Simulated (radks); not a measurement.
The numbers below are computed, except where a source is named.
Ionisation of neutral boron, [He] 2s2 2p1, to B+, [He] 2s2, under several functionals. Dirac Kohn-Sham, spin-unpolarised, spherical densities, point nucleus; open shells fill j = l - 1/2 first; a radial shooting solver on a logarithmic mesh with Libxc functionals.

| functional | E(B) (hartree) | Exc (hartree) | IE (eV) | -e(HOMO) (eV) | <r> HOMO (bohr) | IE error (eV) |
|---|---|---|---|---|---|---|
| LDA (Slater exchange, Perdew-Wang correlation) | -24.35070 | -3.52397 | 8.324 | 3.716 | 2.289 | +0.026 |
| LDA (Slater exchange, Perdew-Zunger correlation) | -24.35069 | -3.52394 | 8.329 | 3.722 | 2.289 | +0.031 |
| BLYP | -24.64478 | -3.84336 | 8.175 | 3.538 | 2.308 | -0.123 |
| RPBE | -24.65791 | -3.85768 | 8.186 | 3.588 | 2.323 | -0.112 |
| SOGGA | -24.44056 | -3.62452 | 8.048 | 3.472 | 2.309 | -0.250 |
| revPBE | -24.64504 | -3.84447 | 8.172 | 3.569 | 2.312 | -0.126 |

NIST Atomic Spectra Database: 8.298 eV (measured). Closest: LDA (Slater exchange, Perdew-Wang correlation). The Delta-SCF values span 0.28 eV, the total energies 0.31 hartree. The highest occupied level is 2p1/2. Spin polarisation and multiplet splitting are left out, so open shells lie too high by an amount that depends on their filling.

Beside tabulated values, note that spin-unpolarised runs miss the spin-polarisation part of the exchange energy of open shells.
